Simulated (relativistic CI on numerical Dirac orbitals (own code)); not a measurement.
# Energy levels of As II

Calculated at this level of theory: Dirac-Coulomb-Breit CI, KLI orbitals optimised for each configuration, QED by a radiative potential, valence Slater integrals scaled by 0.85, P86 correlation estimate, and configurations built on the next ion tied to the tabulated ionisation energy (semi-empirical) (own radial code, finite nucleus).

CI space (outside the closed core [Ar] 3d10): 4s²4p², 4s4p³, 4s²4p5s, 4s²4p4d, 4s²4p5p, 4s²4p5d, 4s²4p6s, 4s²4p4f, 4s²4p5f, 4p⁴, 4s²4d², 4s4p²4d, 4s²4p6p, 4s4p²4f, 4s²4p6d, 4s²4p5g, 4s²4f², 4s²4p6f, 4s4p²5s. Levels of other configurations are missing.

The lowest level is 4s²4p² ³P0, with 97 % of that term; Hund's rules for 4s²4p² give ³P with J = 0, in agreement.

```
No.  Configuration  Term  J  E (cm⁻¹)    %   jj configuration (%)
  1         4s²4p²    ³P  0       0.0   97           4p1/2^2 (74)
  2         4s²4p²    ³P  1    1014.5   98       4p1/2 4p3/2 (98)
  3         4s²4p²    ³P  2    2437.5   96           4p3/2^2 (52)
  4         4s²4p²    ¹D  2   10784.2   96       4p1/2 4p3/2 (52)
  5         4s²4p²    ¹S  0   20968.8   95           4p3/2^2 (73)
  6    4s4p³(4S°)‡   ⁵S°  2   52997.8  100  4s 4p1/2 4p3/2^2 (55)
  7    4s4p³(2D°)‡   ³D°  1   74586.0   72  4s 4p1/2 4p3/2^2 (32)
  8    4s4p³(2D°)‡   ³D°  2   74698.8   72  4s 4p1/2 4p3/2^2 (48)
  9    4s4p³(2D°)‡   ³D°  3   75098.0   73  4s 4p1/2 4p3/2^2 (73)
 10        4s²4p5s   ³P°  0   79765.1   98          4p1/2 5s (98)
 11        4s²4p5s   ³P°  1   80185.3   85          4p1/2 5s (91)
 12        4s²4p5s   ³P°  2   82440.8   87          4p3/2 5s (87)
 13        4s²4p5s   ¹P°  1   83955.9   77          4p3/2 5s (79)
 14        4s²4p4d   ¹D°  2   84049.2   43       4p1/2 4d3/2 (21)
 15    4s4p³(2P°)‡   ³P°  0   84999.9   63  4s 4p1/2 4p3/2^2 (63)
 16    4s4p³(2P°)‡   ³P°  1   85044.4   55  4s 4p1/2 4p3/2^2 (38)
 17        4s²4p4d   ¹D°  2   85655.9   35       4p3/2 4d5/2 (45)
 18        4s²4p4d   ³F°  2   89138.1   95       4p1/2 4d3/2 (59)
 19        4s²4p4d   ³F°  3   89822.9   98       4p1/2 4d5/2 (51)
 20        4s²4p4d   ³F°  4   91169.0   99       4p3/2 4d5/2 (99)
 21        4s²4p5p    ¹P  1   95462.6   56       4p1/2 5p1/2 (86)
 22        4s²4p5p    ³D  1   96992.2   49       4p1/2 5p3/2 (68)
 23        4s²4p5p    ³D  2   97235.0   86       4p1/2 5p3/2 (81)
 24        4s²4p5p    ³P  0   98198.2   95       4p1/2 5p1/2 (83)
 25        4s²4p5p    ³P  1   99181.8   62       4p3/2 5p1/2 (38)
 26        4s²4p5p    ³D  3   99329.0   99       4p3/2 5p3/2 (99)
 27        4s²4p5p    ³P  2  100275.7   85       4p3/2 5p1/2 (50)
 28        4s²4p4d   ¹P°  1  100889.9   48       4p1/2 4d3/2 (69)
 29        4s²4p5p    ³S  1  100999.8   81       4p3/2 5p1/2 (56)
 30        4s²4p4d   ³D°  2  101888.1   45       4p1/2 4d5/2 (52)
 31        4s²4p4d   ³D°  3  102750.1   47       4p3/2 4d3/2 (35)
 32        4s²4p5p    ¹D  2  102791.8   91       4p3/2 5p3/2 (56)
 33        4s²4p4d   ³D°  1  102824.0   39       4p3/2 4d5/2 (57)
 34        4s²4p4d   ¹F°  3  104231.8   59       4p3/2 4d5/2 (67)
 35        4s²4p4d   ³P°  0  104233.1   65       4p3/2 4d3/2 (65)
 36        4s²4p4d   ³P°  2  104291.7   38       4p3/2 4d3/2 (32)
 37        4s²4p4d   ³P°  1  104355.2   54       4p3/2 4d3/2 (52)
 38        4s²4p5p    ¹S  0  105906.3   92       4p3/2 5p3/2 (81)
 39        4s²4p5d   ¹D°  2  115098.0   53       4p1/2 5d3/2 (23)
 40        4s²4p6s   ³P°  0  115152.2  100         4p1/2 6s (100)
 41        4s²4p6s   ³P°  1  115387.8   77          4p1/2 6s (96)
 42        4s²4p6s   ³P°  2  118036.4  100         4p3/2 6s (100)
 43        4s²4p6s   ¹P°  1  118342.6   57          4p3/2 6s (79)
 44        4s²4p5d   ³F°  2  119075.2   93       4p1/2 5d3/2 (66)
 45        4s²4p5d   ³F°  3  119740.9   92       4p1/2 5d5/2 (66)
 46        4s²4p5d   ¹P°  1  120606.3   35       4p1/2 5d3/2 (28)
 47        4s²4p5d   ³F°  4  121355.9   98       4p3/2 5d5/2 (98)
 48        4s²4p6p    ³D  1  121439.5   65       4p1/2 6p1/2 (98)
 49        4s²4p6p    ³P  1  121988.7   47       4p1/2 6p3/2 (97)
 50        4s²4p4f    ¹F  3  122005.3   49       4p1/2 4f5/2 (51)
 51        4s²4p4f    ³F  3  122042.2   47       4p1/2 4f7/2 (51)
 52        4s²4p4f    ³F  2  122083.6   61       4p1/2 4f5/2 (89)
 53        4s²4p4f    ³F  4  122119.8   39       4p1/2 4f7/2 (97)
 54        4s²4p6p    ³D  2  122157.0   63       4p1/2 6p3/2 (90)
 55    4s4p³(4S°)‡   ³S°  1  122300.1   62       4p1/2 5d3/2 (29)
 56        4s²4p5d   ³P°  2  122300.5   63       4p1/2 5d5/2 (72)
 57        4s²4p6p    ³P  0  122485.6   91       4p1/2 6p1/2 (88)
 58        4s²4p5d   ³D°  1  123396.1   39       4p3/2 5d5/2 (42)
 59        4s²4p5d   ³D°  3  124364.2   79       4p3/2 5d5/2 (43)
 60        4s²4p6p    ¹P  1  124365.5   48       4p3/2 6p3/2 (54)
 61        4s²4p5d   ³P°  0  124436.2   94       4p3/2 5d3/2 (94)
 62        4s²4p6p    ³D  3  124570.6   86       4p3/2 6p3/2 (86)
 63        4s²4p4f    ³G  3  124625.7   37       4p3/2 4f5/2 (88)
 64        4s²4p5d   ³P°  1  124635.9   62       4p3/2 5d3/2 (83)
 65        4s²4p4f    ³F  4  124688.4   60       4p3/2 4f7/2 (85)
 66        4s²4p5d   ³D°  2  124721.9   63       4p3/2 5d3/2 (63)
 67        4s²4p6p    ³P  2  124757.2   68       4p3/2 6p1/2 (59)
 68        4s²4p4f    ³D  3  125102.0   58       4p3/2 4f7/2 (75)
 69        4s²4p4f    ³F  2  125102.8   30       4p3/2 4f5/2 (80)
 70        4s²4p6p    ³S  1  125139.5   74       4p3/2 6p1/2 (56)
```

Energies count from the lowest computed level; ° marks odd parity. Percentages are summed over parent terms; the parents shown are those of the largest component, closed shells are left out there. Filled j subshells are mostly left out of the jj labels. ‡ marks configurations that were not tied to measured data.

The mean weight of the leading LS term, summed over parents, in these 70 levels is 70 %, and that of the leading jj configuration (from the same eigenvectors) 68 %.

Configurations that consist of the next ion and one excited electron were tied to the tabulated ionisation energy; Rydberg ones are usually within 1,000 to 3,000 cm⁻¹ and the lowest ones within about 6,000 (9,000 in d shells), while levels on excited terms of the next ion carry the error of that term, and the other configurations can be misplaced by 10,000 cm⁻¹ or more. Rates follow the energies as ν³ (E1, M1) or ν⁵ (E2), so rates, branching and lifetimes can be off by large factors. The fine structure of a lone outer electron comes out too small, for d and f at times inverted, and misplaced configurations move strength between like terms. 13 of the 16 excited levels that our extract of the measured tables holds in this range could be paired (the sources list more); they are missed by 2351 cm⁻¹ on average and 19585 at most, and levels without a partner can miss by more.

Landé's interval rule says that E(J) − E(J−1) = AJ with one A. For the ground term the intervals give A = 1014.5, 711.5 cm⁻¹ for J = 1, 2; the multiplet is regular.

LS names give the leading component of a level, which can be under half, so a name can repeat, a term be missing and a line seem to break the LS rules.
